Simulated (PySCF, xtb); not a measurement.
CH₅BrInN, SMILES [CH3][In]([NH2])[Br].

GFN2-xTB (xtb) at its own geometry gives an orbital gap of 2.92 eV and a dipole moment of 5.94 D.

Coordinates come from a B3LYP-D3(BJ)/def2-SVP optimisation. The structure was generated by enumeration; whether it is a known compound was not checked. The def2 effective core potentials stand for the cores of In; spin–orbit coupling is left out. Other conformers were not sampled.

What does PBE0/def2-TZVP in PySCF give? (An estimate is asked for; the answer gives what the named calculation found.)

gap 6.08 eV (levels -7.27 and -1.18 eV), dipole 3.65 D.
